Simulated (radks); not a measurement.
Spin polarisation of the 5d5 shell in Re2+. Start: [Xe] 4f14 5d(up 2.5, down 2.5); electrons of 5d are moved from spin down to spin up, other shells keep equal spins. Calculated with a radial shooting solver on a logarithmic mesh with Libxc functionals: scalar-relativistic Kohn-Sham, LDA (Slater exchange, Perdew-Wang correlation), spin-polarised, spherical densities, point nucleus.

moment (Bohr magnetons),E - E(0) (eV),e(5d up) (eV),e(5d down) (eV),4f down minus up (eV)
0,0.000,-21.726,-21.726,0.000
1,-0.150,-22.009,-21.409,0.107
2,-0.601,-22.260,-21.053,0.215
3,-1.358,-22.480,-20.653,0.322
4,-2.430,-22.669,-20.205,0.429
5,-3.827,-22.828,-19.688,0.536

At moment 5 the spin-polarisation energy is -3.827 eV and the 5d exchange splitting 3.139 eV, that is 0.628 eV per Bohr magneton; E = -I m^2/4 would give I = 0.612 eV.
